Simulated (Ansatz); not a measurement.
Ansatz results at the PBE0-D4/def2-TZVP geometry: HOMO energy (PBE/def2-TZVPP) -5.78 eV; HOMO–LUMO gap (PBE/def2-TZVPP) 4.77 eV; LUMO energy (PBE0/def2-TZVPP) -0.07 eV.

Each molecule was computed in one conformer, which needn't be the lowest.

**Question.** Which molecule gave them?
A. `C[SiH2]/C(Cl)=C\F`
B. `C#[C][GeH2][CH2]Cl`
C. `F/C(=C/Cl)C[SiH3]`
D. `C=C[Si](C)(F)Cl`

**Answer.** C. The others give `C#[C][GeH2][CH2]Cl`: -6.64, 5.57, -0.15; `C[SiH2]/C(Cl)=C\F`: -6.12, 4.61, -0.59; `C=C[Si](C)(F)Cl`: -7.23, 5.33, -0.90.
